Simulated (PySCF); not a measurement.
C5H4F2O.
SMILES with atom numbers: `[F:1][CH:2]([F:3])[c:4]1[cH:5][cH:6][cH:7][o:8]1` (hydrogens: H9 on C2; H10 on C5; H11 on C6; H12 on C7)

All values: PBE0/pcSseg-1 and CAM-B3LYP/def2-SVPD (PySCF, non-relativistic), on one gas-phase PBE0-D3(BJ)/def2-SVP geometry that isn't relaxed in the solvent. The solvent is an IEF-PCM continuum (van der Waals radii × 1.2). The model holds no explicit solvent molecules, cavitation or dispersion.

Gas phase at PBE0/pcSseg-1: HOMO -7.15 eV, LUMO -0.39 eV, dipole 2.31 D.

**Question.** What does the continuum do to the energy, the frontier levels and the dipole at PBE0/pcSseg-1 in dichloromethane and acetone?

**Answer.** 
| solvent | ε | E(solvent) − E(gas) (kcal/mol) | polarisation term (kcal/mol) | distortion of the solute (kcal/mol) | HOMO (eV) | LUMO (eV) | dipole (D) |
| --- | --- | --- | --- | --- | --- | --- | --- |
| dichloromethane | 8.93 | -3.95 | -4.31 | 0.36 | -7.05 | -0.30 | 2.71 |
| acetone | 20.49 | -4.40 | -4.84 | 0.44 | -7.04 | -0.30 | 2.75 |

The first energy column is the sum of the next two and covers electrostatics alone. From dichloromethane to acetone the lowering changes by a factor 1.11, Onsager's factor (ε − 1)/(2ε + 1) by 1.10 and ε itself by 2.3.

**Question.** Which radius a makes the point-dipole formula ΔE = −[(ε − 1)/(2ε + 1)]·μ²/a³ give the value in acetone, with the gas-phase dipole?

**Answer.** μ = 0.907 au and |ΔE| = 0.00701 Eh give a = 2.01 Å; the farthest nucleus lies 2.89 Å from the centroid of the nuclei, so such a sphere wouldn't even hold the nuclei. The formula assumes a rigid point dipole at the centre of a sphere.

**Question.** Which Mulliken charges (PBE0/pcSseg-1) respond most in acetone (means over atoms taken as equivalent)?

**Answer.** 
```csv
atoms,environment,gas (e),solvent (e),change
H9,methine hydrogen,+0.109,+0.134,+0.025
H12,aromatic hydrogen,+0.111,+0.132,+0.021
H11,aromatic hydrogen,+0.108,+0.124,+0.016
C4,substituted aromatic carbon,+0.055,+0.038,-0.017
C5,aromatic CH carbon,-0.126,-0.140,-0.014
F1/F3,fluorine of a CF2 group,-0.296,-0.310,-0.014
H10,aromatic hydrogen,+0.097,+0.110,+0.013
C6,aromatic CH carbon,-0.155,-0.167,-0.012
O8,furan-type oxygen,-0.378,-0.383,-0.005
C7,aromatic CH next to a ring oxygen,+0.154,+0.150,-0.004
C2,CHF2 carbon,+0.619,+0.622,+0.003
```

**Question.** Which Mayer bond orders change most in acetone?

**Answer.** 
| bond | length (Å) | gas | solvent | change |
| --- | --- | --- | --- | --- |
| F1–C2 | 1.354 | 0.972 | 0.958 | -0.014 |
| C2–F3 | 1.351 | 0.969 | 0.957 | -0.012 |
| C2–C4 | 1.487 | 1.006 | 1.015 | +0.009 |
| C4–C5 | 1.364 | 1.533 | 1.525 | -0.008 |
| C5–C6 | 1.427 | 1.277 | 1.271 | -0.006 |
| C7–O8 | 1.346 | 1.096 | 1.091 | -0.005 |
| C2–H9 | 1.104 | 0.945 | 0.940 | -0.005 |
| C7–H12 | 1.087 | 0.986 | 0.983 | -0.003 |

Gas phase at CAM-B3LYP/def2-SVPD: HOMO -8.48 eV, LUMO 0.58 eV, dipole 2.44 D.

**Question.** What does the continuum do to the energy, the frontier levels and the dipole at CAM-B3LYP/def2-SVPD in dichloromethane and acetone?

**Answer.** 
```json
{"solvent": "dichloromethane", "ε": "8.93", "E(solvent) − E(gas) (kcal/mol)": "-3.96", "polarisation term (kcal/mol)": "-4.38", "distortion of the solute (kcal/mol)": "0.42", "HOMO (eV)": "-8.34", "LUMO (eV)": "0.71", "dipole (D)": "2.91"}
{"solvent": "acetone", "ε": "20.49", "E(solvent) − E(gas) (kcal/mol)": "-4.40", "polarisation term (kcal/mol)": "-4.93", "distortion of the solute (kcal/mol)": "0.53", "HOMO (eV)": "-8.33", "LUMO (eV)": "0.72", "dipole (D)": "2.96"}
```

**Question.** How does the static polarisability (CAM-B3LYP/def2-SVPD, frozen core, with the continuum's full static response) change?

**Answer.** 
```csv
medium,isotropic (au),principal values (au),⟨r²⟩ of the electrons (bohr²)
gas,60.9,"44.0, 62.3, 76.3",903.2
dichloromethane,76.9,"55.6, 80.9, 94.2",902.5
acetone,79.1,"57.5, 83.5, 96.2",902.4
```

The isotropic value in acetone is 1.30 times the gas-phase one; no cavity-field correction is applied. ⟨r²⟩ is taken about the centre of nuclear charge.

The values belong to the conformer `[F:1][CH:2]([F:3])[c:4]1[cH:5][cH:6][cH:7][o:8]1`: F1–C2–C4–C5 70°.
